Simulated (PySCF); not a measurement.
Mo(NH)2(OH)2 (H4MoN2O2), SMILES [NH]=[Mo](=[NH])([OH])[OH], multiplicity 1.

Coordinates come from a B3LYP-D3(BJ)/def2-SVP optimisation. The multiplicity is an assumed one; other spin states were not compared. The def2 effective core potentials stand for the cores of Mo; spin–orbit coupling is left out. One conformer was computed; it need not be the lowest.

These are PBE/def2-TZVP run with PySCF values and carry that method's errors.

Computed frontier levels, gap, dipole moment and polarisability:
```yaml
highest_occupied_level: -6.34 eV
lowest_empty_level: -2.09 eV
orbital_gap: 4.26 eV
dipole_moment: 0.266 e·Å
quadrupole, principal values (traceless, Buckingham form, about the centre of nuclear charge): -11.06, 2.63, 8.42 D·Å
mean_static_polarisability: 63.8 bohr³ (9.46 Å³)
polarisability_principal_values: 57.5, 62.1, 71.9 bohr³
```
